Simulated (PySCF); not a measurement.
Compound: C₇H₁₄AlN.
SMILES with atom numbers: `[CH:1]#[C:2][C@@H:3]1[CH2:4][CH2:5][AlH2-:6][N+:7]1([CH3:8])[CH3:9]` (hydrogens: H10 on C1; H11 on C3; H12, H13 on C4; H14, H15 on C5; H16, H17 on Al6; H18, H19, H20 on C8; H21, H22, H23 on C9)

Structure used (PBE0-D3(BJ)/def2-SVP), in Å, numbered top down from 1:
```xyz
23
C7H14AlN angstrom
C     -0.442    2.818    1.023
C     -0.092    1.661    0.948
C      0.344    0.270    0.840
C      1.792    0.114    0.346
C      2.163   -1.368    0.219
Al     0.457   -2.369   -0.098
N     -0.576   -0.552   -0.006
C     -0.716   -0.013   -1.365
C     -1.894   -0.693    0.621
H     -0.746    3.846    1.104
H      0.288   -0.185    1.845
H      1.887    0.637   -0.620
H      2.435    0.675    1.044
H      2.930   -1.504   -0.560
H      2.617   -1.723    1.160
H     -0.148   -3.148    1.173
H      0.077   -2.934   -1.553
H     -1.369   -0.679   -1.943
H     -1.144    1.003   -1.343
H      0.260    0.017   -1.865
H     -1.778   -1.121    1.625
H     -2.404    0.283    0.693
H     -2.508   -1.379    0.022
```

Theory: PBE0-D3(BJ)/def2-SVP geometry optimisation, gas phase (PySCF 2.14.0).

Masses are those of the commonest isotopes; rigid-rotor values at the optimised geometry. The values belong to one conformer with, in the numbering `[CH:1]#[C:2][C@@H:3]1[CH2:4][CH2:5][AlH2-:6][N+:7]1([CH3:8])[CH3:9]`, C2–C3–C4–C5 -178°, C3–C4–C5–Al6 26°, C4–C5–Al6–N7 0°, C5–Al6–N7–C8 93°.

Question: What are A, B and C (MHz)?

Answer: Ia = 246.61, Ib = 436.54, Ic = 561.30 u·Å²; 505379 MHz·u·Å²/I gives A = 2049, B = 1158, C = 900.4 MHz.

Question: Classify the top.

Answer: An asymmetric top; Ray's κ = -0.552.

Question: Is it planar, by Δ = Ic − Ia − Ib?

Answer: Not planar: Δ = Ic − Ia − Ib = -121.84 u·Å². For a rigid frame Δ = −2 Σ m c², so Σ m c² = 60.92 u·Å² lies off the ab plane: 23.67 from hydrogen and 37.25 from heavier atoms. The atom farthest from that plane is 2.09 Å away.

Question: Give the other two planar moments, Paa and Pbb, and the rms extents of the mass along the axes.

Answer: Paa = Σ m a² = (Ib + Ic − Ia)/2 = 375.62 and Pbb = Σ m b² = (Ia + Ic − Ib)/2 = 185.69 u·Å². With the mass M = 139.09 u, the rms extents √(P/M) along a, b and c are 1.64, 1.16, 0.66 Å.

Question: Where do the levels up to J = 3 lie, in cm⁻¹?

Answer: Above 0(0,0):
J = 1: 1(0,1) 0.0686, 1(1,1) 0.0984, 1(1,0) 0.1070
J = 2: 2(0,2) 0.2043, 2(1,2) 0.2271, 2(1,1) 0.2529, 2(2,1) 0.3421, 2(2,0) 0.3437
J = 3: 3(0,3) 0.4042, 3(1,3) 0.4193, 3(1,2) 0.4706, 3(2,2) 0.5480, 3(2,1) 0.5557, 3(3,1) 0.7191, 3(3,0) 0.7193
Those of J = 1 are B + C, A + C and A + B.

Question: Predict some low-J microwave lines.

Answer: The dipole components are |μa| = 4.16 D, |μb| = 0.60 D, |μc| = 0.72 D. Intensities carry the squares of the components, which stand as 1.00 : 0.02 : 0.03 (a : b : c). Some lines, for components of 0.1 D or more:

```json
{"type": "b", "branch": "R", "J(Ka,Kc)": "4(2,2) ← 3(3,1)", "MHz": "3700", "lower level (cm⁻¹)": "0.719"}
{"type": "b", "branch": "Q", "J(Ka,Kc)": "4(3,1) ← 4(2,2)", "MHz": "4653", "lower level (cm⁻¹)": "0.843"}
{"type": "a", "branch": "R", "J(Ka,Kc)": "3(1,3) ← 2(1,2)", "MHz": "5760", "lower level (cm⁻¹)": "0.227"}
{"type": "a", "branch": "R", "J(Ka,Kc)": "3(2,1) ← 2(2,0)", "MHz": "6356", "lower level (cm⁻¹)": "0.344"}
{"type": "b", "branch": "R", "J(Ka,Kc)": "2(2,0) ← 1(1,1)", "MHz": "7354", "lower level (cm⁻¹)": "0.098"}
{"type": "a", "branch": "R", "J(Ka,Kc)": "4(0,4) ← 3(0,3)", "MHz": "7827", "lower level (cm⁻¹)": "0.404"}
{"type": "a", "branch": "R", "J(Ka,Kc)": "4(2,3) ← 3(2,2)", "MHz": "8195", "lower level (cm⁻¹)": "0.548"}
{"type": "a", "branch": "R", "J(Ka,Kc)": "4(2,2) ← 3(2,1)", "MHz": "8599", "lower level (cm⁻¹)": "0.556"}
{"type": "c", "branch": "R", "J(Ka,Kc)": "4(2,3) ← 3(1,3)", "MHz": "12055", "lower level (cm⁻¹)": "0.419"}
{"type": "b", "branch": "R", "J(Ka,Kc)": "4(2,2) ← 3(1,3)", "MHz": "12690", "lower level (cm⁻¹)": "0.419"}
{"type": "b", "branch": "R", "J(Ka,Kc)": "4(3,2) ← 3(2,1)", "MHz": "13212", "lower level (cm⁻¹)": "0.556"}
```

PBE0-D3(BJ)/def2-SVP frequencies: not computed here. Zero-point vibration and centrifugal distortion are left out. A rigid rotor knows nothing of internal rotation, which can split or shift real lines. Quadrupole hyperfine structure (14N, 27Al) is left out.
